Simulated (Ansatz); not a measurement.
Reaction: BAsH4 (SMILES B[AsH2]) → BAsH3 (SMILES [BH][AsH2], doublet) + H (doublet) (the B-H bond breaks)
Each species at its own B3LYP-D3(BJ)/def2-TZVP minimum (Ansatz, a quantum-chemistry and plane-wave program).

Total energies in hartree (Ansatz). UHF or UKS for unpaired electrons; spin-orbit terms are left out. Correlated methods leave the cores frozen (noble-gas shells, and filled d and f shells in the p block). No relativity. For partners of very few electrons the exact lower level stands in for a higher one.

```csv
species,HF/cc-pVTZ,CCSD(T)/cc-pVTZ,HF/cc-pVQZ,CCSD(T)/cc-pVQZ,CCSDT(Q)/cc-pVTZ
1: BAsH4 (SMILES B[AsH2]),-2261.23284,-2261.53024,-2261.23796,-2261.55022,-2261.53189
"2: BAsH3 (SMILES [BH][AsH2], doublet)",-2260.59558,-2260.85952,-2260.60046,-2260.87823,-2260.86134
3: H (doublet),-0.49981,-0.49981,-0.49995,-0.49995,-0.49981
```

Problem. Work out the bond dissociation energy (electronic) in kJ/mol: take Hartree-Fock from cc-pVQZ, extrapolate the CCSD(T) correlation energy as X^-3 (X = 3, 4), and add CCSDT(Q) - CCSD(T) in cc-pVTZ. 1 hartree = 2625.5 kJ/mol.

Solution. 
Species 1: correlation (64·(-0.31226) - 27·(-0.29740))/37 = -0.32310; step -0.00165; E1 = -2261.23796 + (-0.32310) + (-0.00165) = -2261.56271
Species 2: correlation (64·(-0.27777) - 27·(-0.26394))/37 = -0.28786; step -0.00182; E2 = -2260.60046 + (-0.28786) + (-0.00182) = -2260.89014
Species 3: correlation (64·(0.00000) - 27·(0.00000))/37 = 0.00000; step +0.00000; E3 = -0.49995 + (0.00000) + (+0.00000) = -0.49995
-1·E1 +1·E2 +1·E3 = 0.17262 hartree = 453.2 kJ/mol.
